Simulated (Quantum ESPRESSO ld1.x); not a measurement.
Q: The mean radii <r> (bohr) of the occupied orbitals of an atom or ion are listed with their occupations. All-electron calculation, Dirac Kohn-Sham, PBE, spin-unpolarised, spherical densities, point nucleus. Program: ld1.x of Quantum ESPRESSO 7.5.

orbital  occ.      <r>
1s1/2       2  0.01686
2s1/2       2  0.07033
2p1/2       2  0.05789
2p3/2       4  0.06640
3s1/2       2   0.1803
3p1/2       2   0.1704
3p3/2       4   0.1850
3d3/2       4   0.1606
3d5/2       6   0.1650
4s1/2       2   0.3597
4p1/2       2   0.3551

Name the element and its charge. Open shells, if any, fill j = l - 1/2 first.

A: Z = 79, gold, charge +47: Au47+ in [Ar] 3d10 4s2 4p2. The 1s radius gives Z: for a bare nucleus <r> = (2 gamma + 1)/(2Z) with gamma = sqrt(1 - (Z/c)^2), 0.01667 bohr for Z = 79, and screening makes it slightly larger (0.01686 here). The occupations add up to 32, and the charge is Z minus that.
